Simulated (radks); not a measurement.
Q: V IV, 20 electrons, occupied as [Ar] 3d2. Method: non-relativistic Kohn-Sham, PBEsol, spin-unpolarised, spherical densities, point nucleus; computed with a radial shooting solver on a logarithmic mesh with Libxc functionals. Some entries of the table are withheld. Estimate them.

| orbital | occ. | eigenvalue (hartree) | <1/r> (bohr^-1) |
|---|---|---|---|
| 1s | 2 | -196.7558 | 22.51 |
| 2s | 2 | -23.12813 | 4.731 |
| 2p | 6 | -19.71674 | 4.674 |
| 3s | 2 | (1) | (2) |
| 3p | 6 | -2.82990 | 1.373 |
| 3d | 2 | -1.36397 | 1.095 |

A: 
(1) 3s eigenvalue (hartree): -3.76492
(2) 3s <1/r> (bohr^-1): 1.487
